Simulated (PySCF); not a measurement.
Computed IR spectrum (relative IR intensity) of a molecule F₂H₆Si₃. Geometry: TPSSh-D3(BJ)/def2-SVP. One conformer was computed; it need not be the lowest. Calculation: TPSSh-D3(BJ)/def2-SVP in PySCF. Frequencies are harmonic and unscaled.

Lines under 2 % of the strongest are left out, and lines within 2 cm⁻¹ are merged.

```tsv
ν (cm⁻¹)	relative intensity
206	9.1
268	4.0
378	2.7
425	2.0
537	8.9
542	4.0
570	31
833	46
867	100
904	3.7
912	7.0
944	6.4
947	55
2243	17
2247	9.9
2257	46
2262	46
```

Problem. Which molecule gave these data?
A. F[Si](F)([SiH3])[SiH3]
B. F[SiH2][SiH2][SiH2]F
C. F[SiH](F)[SiH2][SiH3]
D. F[SiH2][Si@H](F)[SiH3]

Solution. A, F[Si](F)([SiH3])[SiH3]
